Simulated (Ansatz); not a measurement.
Born–Oppenheimer molecular dynamics of C₂H₄O₃Si (10 atoms, charge 0, multiplicity 1). It starts from a relaxed structure.

All numbers below come from UKS B3LYP/STO-3G in Ansatz.

| Property | Result |
| --- | --- |
| ensemble | NVT, Langevin thermostat |
| time step | 0.5 fs |
| steps asked | 119 |
| set temperature | 3000 K |
| friction | 0.05 /fs |
| seed | 544574 |

First frame:

```xyz
10
Properties=species:S:1:pos:R:3
O 0.869 -1.664 -0.063
C 0.658 -0.681 -0.816
O 1.123 -0.608 -2.157
C -0.154 0.630 -0.406
O -0.309 1.565 -1.232
Si -0.808 0.565 1.402
H 1.617 -1.506 -2.266
H -1.725 -0.544 1.534
H -1.492 1.801 1.702
H 0.305 0.390 2.306
```

How far do the bonds stretch over the last three quarters of this one trajectory? (Pairs bonded in most of those frames.)


| bond | mean (Å) | spread (Å) | shortest | longest |
| --- | --- | --- | --- | --- |
| O1–C2 | 1.264 | 0.021 | 1.21 | 1.31 |
| C2–O3 | 1.470 | 0.080 | 1.32 | 1.58 |
| C2–C4 | 1.877 | 0.115 | 1.71 | 2.09 |
| O3–H7 | 1.056 | 0.053 | 0.97 | 1.15 |
| C4–O5 | 1.256 | 0.042 | 1.17 | 1.32 |
| C4–Si6 | 1.885 | 0.059 | 1.79 | 1.96 |
| Si6–H8 | 1.465 | 0.056 | 1.33 | 1.58 |
| Si6–H9 | 1.455 | 0.087 | 1.23 | 1.65 |
| Si6–H10 | 1.449 | 0.046 | 1.36 | 1.54 |

Pairs bonded in part of these frames only: C2–C4 63 %.

Mean temperature of the second half: 2847 K. A run of 0.059 ps of so small a system gives no equilibrium averages. Limits of this set-up: minimal basis.

The run took 6.8 min on 1 thread of Arm Neoverse V2, with other jobs on the host, peak memory 0.14 GiB.
